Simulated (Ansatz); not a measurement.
Species: sum formula AlO2ClH2, net charge 0, singlet state. 
Structure (B3LYP-D3(BJ)/def2-TZVP (Ansatz, a program for electronic structure) minimum search):
```
Al
O 1 1.6845
H 2 0.9586 1 122.89
O 1 1.6882 2 120.46 3 0.00
H 4 0.9581 1 123.77 2 -180.00
Cl 1 2.0901 2 118.08 3 -180.00
```

Wanted: vertical ionisation energy (to the doublet state of charge +1; each state is the SCF solution reached for its spin), in eV. Cores are frozen in the correlated levels unless marked. Open shells are spin-unrestricted. No spin-orbit coupling. Non-relativistic. Basis-set limits of correlation are two-point, X^-3; Hartree-Fock from the larger set.

CCSD(T)/CBS(aug-cc-pV(T+d)Z,aug-cc-pV(Q+d)Z) (Ansatz) gives 12.21 eV.

**Question.** Another calculation gave 10.89 eV. Which level was it?
A) BHLYP/def2-TZVPD (Ansatz)
B) B3LYP/def2-TZVPD (Ansatz)
C) wB97X-V/def2-TZVPD (Ansatz)
D) PBE/def2-TZVPD (Ansatz)

**Answer.** D, PBE/def2-TZVPD (Ansatz). The others give 11.43 (B3LYP), 11.90 (BHLYP), 12.03 (wB97X-V) eV.
